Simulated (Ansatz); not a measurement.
Input file for Ansatz (an electronic-structure program): R-PBE0/def2-TZVPPD on ClH5OSi (a complex), monomers drawn apart or pushed together. Files ending in .json are basis or fitting sets from the Basis Set Exchange.

Ansatz 0.2 input:
```yaml
crystal:
  periodic: [false, false, false]
  atoms:
    - {symbol: O, position_ang: [0.19409571, -0.24297724, -0.15294749]}
    - {symbol: H, position_ang: [1.11836467, -0.32533300, -0.41005480]}
    - {symbol: H, position_ang: [0.13561133, 0.59976545, 0.31296692]}
    - {symbol: Si, position_ang: [-0.42135809, -0.97205576, 4.21139627]}
    - {symbol: Cl, position_ang: [-0.14347248, 1.09260616, 4.19272392]}
    - {symbol: H, position_ang: [-0.65024109, -1.34360546, 5.62292958]}
    - {symbol: H, position_ang: [0.80570646, -1.61557410, 3.71264646]}
    - {symbol: H, position_ang: [-1.59882873, -1.29978259, 3.39326749]}
basis:
  gaussian:
    orbitals: def2-TZVPPD.json
hamiltonian:
  xc: {name: PBE0}
scf: {lower_state_search: off}
```

Program output:

```
WARN ansatz: RAYON_NUM_THREADS=1 ignored (pool sized by the plan → 1); use --threads N
Functional definition: PBE0
these checks for a lower state are left out or cut short: stability, starts, cluster_reference, orbital_swaps, neighbouring_geometries, increment
integrals: 0.14 GiB planned
1135 factors; their error is unknown
mean field: 1.09 GiB planned
mean field evaluation 1: about -22517.5370 eV, gradient 5.2e1 eV
mean field evaluation 2: about -22510.3965 eV, gradient 8.1e1 eV
mean field evaluation 4: about -22521.8278 eV, gradient 1.6e0 eV
mean field evaluation 8: about -22521.8325 eV, gradient 5.8e-2 eV
mean field evaluation 16: about -22521.8891 eV, gradient 2.1e-5 eV
mean field -22521.88906913 eV, -827.6641574059 hartree, gradient 6.6e-6 eV, S^2 0.000000; 0 other end points of the search recorded, 0 dependent functions left out
reference -22521.88912068 eV, -827.6641593004 hartree; 22, 22 occupied and 202, 202 virtual orbitals, 1135 factors
Total energy: -22521.88912068 eV, -827.6641593004 hartree
Checks for a lower state left out: stability, starts, cluster_reference, orbital_swaps, neighbouring_geometries, increment
```

Self-consistency was reached.

Cost: roughly 2.7 core-seconds.
